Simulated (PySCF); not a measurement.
## Potential energy of Se₂ along the bond

Set-up: PySCF, no relativity, basis sets Se def2-TZVPP. Energies in eV from Se + Se in their ground configurations at the same level. State: ³Σg⁻ (triplet), unpaired electrons π ↑↑.

All columns are PBE0.

| R (Å) | E (eV) | HOMO (eV) | LUMO (eV) | Mayer bond order | ⟨S²⟩ |
| --- | --- | --- | --- | --- | --- |
| 1.865 | -2.017 | -6.08 | -2.89 | 2.10 | 2.01 |
| 1.951 | -2.976 | -6.31 | -3.13 | 2.08 | 2.01 |
| 2.038 | -3.494 | -6.53 | -3.37 | 2.07 | 2.01 |
| 2.103 | -3.674 | -6.68 | -3.54 | 2.06 | 2.01 |
| 2.168 | -3.722 | -6.82 | -3.70 | 2.05 | 2.01 |
| 2.233 | -3.669 | -6.96 | -3.85 | 2.05 | 2.01 |
| 2.320 | -3.486 | -7.12 | -4.03 | 2.04 | 2.01 |
| 2.428 | -3.137 | -7.30 | -4.24 | 2.03 | 2.01 |
| 2.558 | -2.622 | -7.48 | -4.47 | 2.02 | 2.01 |
| 2.732 | -1.876 | -7.25 | -4.72 | 2.02 | 2.01 |

Spin–orbit coupling is left out. The state was picked by a PBE0 search and need not be the measured ground state.
